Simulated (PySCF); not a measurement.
IH₅, singlet: structure and spectrum

All numbers come from PBE0/[I def2-TZVP with ECP28, H def2-TZVP], scalar-relativistic core potentials, density fitting, no spin–orbit coupling, PySCF.

The structure is a minimum.

Coordinates in bohr (charge 0 multiplicity 1):
```
I     0.0000    0.0000   -0.0385
H     0.0000    0.0000    3.0802
H     3.3904    0.0000    0.4411
H     0.0000    3.3904    0.4411
H    -3.3904    0.0000    0.4411
H     0.0000   -3.3904    0.4411
```

* Point group: C4v
* Bond lengths: I–H 1.650 Å, I–H 1.812 Å (×4)
* Bond angles: H–I–H 81.9° (×4), H–I–H 88.9° (×4), H–I–H 163.9° (×2)
* Enthalpy at 298.15 K above 0 K: 11.31 kJ/mol
* Entropy at 298.15 K and 1 bar: 242.1 J/(mol K)
* Rotational constants: 1.786, 1.786, 1.299 cm⁻¹
* Zero-point energy: 86.1 kJ/mol
* Principal quadrupole moments (Buckingham, traceless) about the centre of mass: -3.20, -3.20, 6.41 D Å
* Lowest empty level: -1.48 eV
* Rotational symmetry number: 4
* Principal polarisabilities: 31.5, 67.7, 67.7 bohr³
* Heat capacity Cp at 298.15 K: 51.2 J/(mol K)
* Dipole moment: 0.20 D
* Atomisation energy without zero-point energy: 546 kJ/mol
* Highest occupied level: -6.02 eV

Harmonic modes (masses in u: I 126.904, H 1.008):
```tsv
symmetry	ω (cm⁻¹)	IR (km/mol, summed over degenerate members)	μ (u)	type
b2	553	0.0	1.01	bend
e	741	8.2	1.02	bend
b1	936	0.0	1.01	bend
a1	987	138	1.04	bend
e	1114	124	1.01	bend
e	1481	3255	1.03	stretch
a1	1568	2.1	1.01	stretch
b1	1651	0.0	1.01	stretch
a1	2022	9.6	1.02	stretch
```

In C4v the vibrations span b2 + 3e + 2b1 + 3a1. The b1, b2 modes carry no infrared intensity, as symmetry demands.

Charges (e):
```csv
atom,Mulliken,Löwdin,polar tensor,Mayer order to I1
I1,0.29,0.44,1.70,–
H2,0.14,0.02,-0.13,0.76
"H3,4,5,6",-0.11,-0.11,-0.39,0.75
```

Mulliken populations on I1 (electrons outside its core potential): s 3.89, p 10.08, d 10.72, f 0.03.

Outer orbital energies (eV). occupied: -22.49, -12.88, -12.88, -12.54, -7.21, -6.02; empty: -1.48, 0.28, 0.28, 3.48.

Counting electrons, iodine keeps 2 of its valence electrons outside its bonds, so the VSEPR class is AX5E1 and the expected shape is square pyramidal (C4v), as computed.

The final relaxation and frequency run took 43 s on 2 threads of a shared AMD EPYC 7R43 64-Core (Zen 3) host, with 80 basis functions and 10 gradients; the process peaked at 1.2 GiB. Launch command: `OMP_NUM_THREADS=2 python axn.py task.json out`.
